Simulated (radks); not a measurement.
Numerical settings for the technetium ion Tc+, [Kr] 4d5 5s1. All-electron calculation, Dirac Kohn-Sham, PBE, spin-unpolarised, spherical densities, finite nucleus; open shells are shared between the two j in proportion to 2j + 1; Fermi nuclear charge, rms radius 4.4112 fm. Program: a radial shooting solver on a logarithmic mesh with Libxc functionals. The defaults (mesh step 0.008 in ln r, mesh end at 40 bohr or more with all orbitals vanishing there, Anderson mixing 0.5 over 9 steps, residual threshold near 1e-9 with the energy settled to 1e-9 hartree or 1e-11 of itself, here a cap of 67 iterations) give E = -4285.9066 hartree and 5s1/2 at -11.392 eV in 14 iterations. Run on one thread of a shared host, so times are rough (Arm Neoverse V2): 0.11 s of CPU time, 0.11 s wall, 14 iterations on 2314 mesh points. Changes against that run (0 stands for a change within the tolerance of the run):

setting                    iterations         converged  E (mhartree)  e(5s1/2) (meV)  CPU (s)
mesh step in ln r 0.2               4                no      diverged               -     0.02
mesh step in ln r 0.02             14               yes             0               0     0.05
mesh step in ln r 0.03             14               yes     +0.000143               0     0.03
mesh end (bohr) 12                 14               yes      +0.00147          +0.149      0.1
mesh end (bohr) 1                  14  level above zero     +1.99e+05       +1.25e+06     0.08
residual threshold 1e-13           39               yes             0               0     0.19
residual threshold 1e-16           67                no             0               0     0.26
mixing 0.05                        23               yes             0               0     0.15
linear mixing, mixing 0.5          30               yes             0               0     0.18
linear mixing, mixing 0.2          67                no             0               0     0.36
mixing history 20                  19               yes             0               0     0.13
iteration cap 2                     2                no          +396       -6.35e+03     0.02

Settled on a wrong energy, with an occupied level pushed above zero by the early mesh end: mesh end (bohr) 1 (+199 hartree). Apart from these: no run marked as converged misses the energy by more than 1 mhartree. A mesh that ends early acts as a hard wall.
